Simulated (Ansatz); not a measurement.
Reaction R1 → P1 + P2, each structure at its B3LYP-D3(BJ)/def2-TZVP stationary point, reached from a drawn start (curvature not checked).
R1: BCl2 (SMILES Cl[B]Cl), charge 0, multiplicity 2.
P1, BCl (SMILES [B]Cl) (charge 0, multiplicity 1, Z-matrix in Å and degrees):
```
B
Cl 1 1.7216
```
P2: Cl atom, charge 0, multiplicity 2.

P less R. No zero-point or thermal terms; singlets are restricted closed shells; open shells are unrestricted; no spin–orbit coupling.

Frozen-core correlation throughout. CBS: X⁻³ extrapolation of the correlation energy, Hartree–Fock from the larger set.

The values were computed with Ansatz (Gaussian basis) for Hartree–Fock, density functionals and correlated methods. No computed number here is a measurement.

PBE/def2-TZVPP gives 376.1 kJ/mol for the reaction energy.

Question: Predict the shift from PBE, with its sign, for: r2SCAN/def2-TZVPP, B3LYP/def2-TZVPP, wB97M-V/def2-TZVPP, B2PLYP/def2-TZVPP, MP2/CBS(cc-pV(T+d)Z, cc-pV(Q+d)Z), CCSD(T)/CBS(cc-pV(T+d)Z, cc-pV(Q+d)Z).

Answer: r2SCAN/def2-TZVPP 10.9; B3LYP/def2-TZVPP -34.3; wB97M-V/def2-TZVPP -37.5; B2PLYP/def2-TZVPP -31.2; MP2/CBS(cc-pV(T+d)Z, cc-pV(Q+d)Z) -2.0; CCSD(T)/CBS(cc-pV(T+d)Z, cc-pV(Q+d)Z) -39.8 kJ/mol. 1 of 6 lie above PBE; the widest gap is to CCSD(T)/CBS(cc-pV(T+d)Z, cc-pV(Q+d)Z).

Ansatz is a quantum-chemistry and plane-wave program.
